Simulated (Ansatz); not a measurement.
`[CH3][Sn]([OH])([OH])[F]` → CH₃OH + `[OH][Sn][F]` at 600 K and 1 bar (stannylene formation by 1,1-elimination).

Computed with Ansatz on PBE0-D4/def2-TZVP structures; ΔE is electronic, products minus reactants. CCSD(T)/CBS is the MP2 limit (def2-TZVPP, def2-QZVPP) plus CCSD(T) − MP2 in def2-TZVPP, frozen cores. This one scheme is used for every species. def2 core potentials past Kr. For Sn outer-core shells are correlated without core-valence functions, which leaves a few kJ/mol of doubt a bond. Each species was taken in one conformer, which may not be the lowest.

| species | CCSD(T)/CBS energy (Eh) | H − E (kJ/mol) | S (J/(mol·K)) |
| --- | --- | --- | --- |
| `[CH3][Sn]([OH])([OH])[F]` | -505.32137 | 239.6 | 495.7 |
| CH₃OH | -115.61712 | 163.6 | 277.3 |
| `[OH][Sn][F]` | -389.66871 | 71.4 | 338.3 |

H − E and S are ideal-gas, rigid-rotor, harmonic terms from PBE0-D4/def2-TZVP, for one conformer and one mirror image of each species. 1 Eh = 2625.50 kJ/mol, R = 8.31446 J/(mol·K).

Problem. By hand: ΔE, ΔH, ΔS and ΔG.

Solution. ΔE = (-115.61712) + (-389.66871) − (-505.32137) = 0.03554 Eh = 93.3 kJ/mol. Δ(H − E) = 163.6 + 71.4 − 239.6 = -4.6, so ΔH = 88.7 kJ/mol. ΔS = 277.3 + 338.3 − 495.7 = 119.9 J/(mol·K). ΔG = 88.7 − 600 × (119.9)/1000 = 16.8 kJ/mol.

Problem. By hand: the equilibrium constant, and the temperature at which ΔG would vanish if ΔH and ΔS stayed fixed.

Solution. log₁₀ K = −ΔG/(RT ln 10) = -1.5. ΔG = 0 at ΔH/ΔS = 740 K.

The number of gas molecules changes by +1, which sets the sign of ΔS. A doubt of 5 kJ/mol in ΔE shifts log₁₀ K by 0.4 here. Other conformers and mirror images would add mixing entropy, several J/(mol·K) or more a flexible species. Modes under 60 cm⁻¹, often nearly free rotors, make the harmonic entropy too high. These are equilibria of isolated gas molecules and say nothing of rates. Largest T1 diagnostic: 0.018 (customary marks: 0.02 for closed shells, 0.045 for open ones).
